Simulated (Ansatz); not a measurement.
Cost and result up the ladder for Zn₂Br₄ (the lowest singlet isomer of a short search) (6 atoms). Charge 0, multiplicity 1. Geometry: r2SCAN-D4/def2-SVP.

```xyz
6

Zn    0.274    1.421   -0.706
Zn   -0.260   -1.433    0.686
Br    0.603    3.439   -1.625
Br    0.688    0.629    1.560
Br   -0.622   -0.659   -1.595
Br   -0.683   -3.398    1.680
```

Ansatz on 4 threads of Arm Neoverse V1 on a shared host. Times are rough, and most runs start from the orbitals of an earlier one. CAM-B3LYP-D4/def2-TZVP serves as the yardstick here, not as an exact answer. Differences are given only for rows in sets of like size (and for xTB, whose basis is part of the method), since another set adds its own error. Binding counts from free atoms at the same level (Zn singlet, Br doublet; other spins of the atoms weren't run), without zero-point energy or a counterpoise term.

The 6-31G sets use Cartesian d functions. B3LYP takes the VWN-RPA correlation. Correlated methods freeze 54 core orbitals; core or outer-core shells of Br are correlated, in sets that lack core-valence functions. The structure comes from a short search, and lower isomers may exist.

Correlated methods converge slowly with the basis.

```json
{"level": "PBE-D4/def2-SVP", "functions": "190", "wall time": "3.2 s", "binding energy per atom (eV)": "2.25", "difference from CAM-B3LYP-D4/def2-TZVP (eV)": "–"}
{"level": "HF/6-31G", "functions": "174", "wall time": "5.5 s", "binding energy per atom (eV)": "1.56", "difference from CAM-B3LYP-D4/def2-TZVP (eV)": "–"}
{"level": "revPBE-D4/def2-TZVP", "functions": "288", "wall time": "6 s", "binding energy per atom (eV)": "2.02", "difference from CAM-B3LYP-D4/def2-TZVP (eV)": "-0.03"}
{"level": "PBE-D4/def2-TZVP", "functions": "288", "wall time": "6 s", "binding energy per atom (eV)": "2.12", "difference from CAM-B3LYP-D4/def2-TZVP (eV)": "0.08"}
{"level": "BLYP-D4/def2-TZVP", "functions": "288", "wall time": "6.5 s", "binding energy per atom (eV)": "1.91", "difference from CAM-B3LYP-D4/def2-TZVP (eV)": "-0.13"}
{"level": "PBE0-D4/def2-SVP", "functions": "190", "wall time": "7.5 s", "binding energy per atom (eV)": "2.26", "difference from CAM-B3LYP-D4/def2-TZVP (eV)": "–"}
{"level": "B3LYP-D4/6-31G", "functions": "174", "wall time": "8.6 s", "binding energy per atom (eV)": "2.06", "difference from CAM-B3LYP-D4/def2-TZVP (eV)": "–"}
{"level": "BLYP-D4/def2-TZVPD", "functions": "330", "wall time": "13 s", "binding energy per atom (eV)": "1.92", "difference from CAM-B3LYP-D4/def2-TZVP (eV)": "-0.13"}
{"level": "RPA@PBE/def2-TZVP", "functions": "288", "wall time": "15 s", "binding energy per atom (eV)": "1.79", "difference from CAM-B3LYP-D4/def2-TZVP (eV)": "-0.25"}
{"level": "CAM-B3LYP-D4/def2-TZVP", "functions": "288", "wall time": "20 s", "binding energy per atom (eV)": "2.04", "difference from CAM-B3LYP-D4/def2-TZVP (eV)": "0.00"}
{"level": "PBE0-D4/def2-TZVP (with forces)", "functions": "288", "wall time": "21 s", "binding energy per atom (eV)": "2.17", "difference from CAM-B3LYP-D4/def2-TZVP (eV)": "0.12"}
{"level": "B97M-V/def2-TZVP", "functions": "288", "wall time": "24 s", "binding energy per atom (eV)": "2.06", "difference from CAM-B3LYP-D4/def2-TZVP (eV)": "0.02"}
{"level": "r2SCAN0-D4/def2-TZVP", "functions": "288", "wall time": "25 s", "binding energy per atom (eV)": "2.22", "difference from CAM-B3LYP-D4/def2-TZVP (eV)": "0.17"}
{"level": "PBE0-D4/def2-TZVPD", "functions": "330", "wall time": "30 s", "binding energy per atom (eV)": "2.17", "difference from CAM-B3LYP-D4/def2-TZVP (eV)": "0.12"}
```
